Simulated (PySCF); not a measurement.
## SMILES CC=C=C=C=C(C)SC, C$_{8}$H$_{10}$S

Cartesian coordinates in Å; atom numbers follow the order of the lines, from 1:
```xyz
19

C     3.5353   -1.1591   -1.1440
C     2.8450   -0.1664   -0.2606
C     1.5733    0.1754   -0.3424
C     0.3340    0.5008   -0.4311
C    -0.9011    0.8321   -0.5164
C    -2.1769    1.1729   -0.6053
C    -2.6801    2.2990   -1.4632
S    -3.4582    0.3364    0.2725
C    -2.5355   -0.9218    1.1661
H     3.9526   -1.9873   -0.5469
H     4.3834   -0.6889   -1.6692
H     2.8500   -1.5786   -1.8926
H     3.4581    0.3111    0.5177
H    -3.3678    1.9183   -2.2354
H    -3.2356    3.0306   -0.8549
H    -1.8441    2.8108   -1.9563
H    -2.0206   -1.5991    0.4702
H    -3.2729   -1.4866    1.7524
H    -1.8007   -0.4623    1.8423
```

Method used: quadratic response CAM-B3LYP/aug-cc-pVDZ first hyperpolarisability, Taylor convention, gas phase in PySCF 2.14.0. Geometry: PBE0-D3(BJ)/def2-SVP.

(1) Give the tensor of the static β(0;0,0) in the axes of these coordinates.

Answers

(1) In au, Taylor convention; rows are the first index (the induced dipole):
```
       xx     yy     zz     xy     xz     yz
x  -263.2  +36.6  +11.2  -98.9  +94.2  +56.4
y   -98.9  -23.5   -4.2  +36.6  +56.4  -10.5
z   +94.2  -10.5  +15.4  +56.4  +11.2   -4.2
```
Norm of βᵢ = ⅓ Σⱼ (βᵢⱼⱼ + βⱼᵢⱼ + βⱼⱼᵢ): 268.8 au, hyper-Rayleigh value 140.6 au.
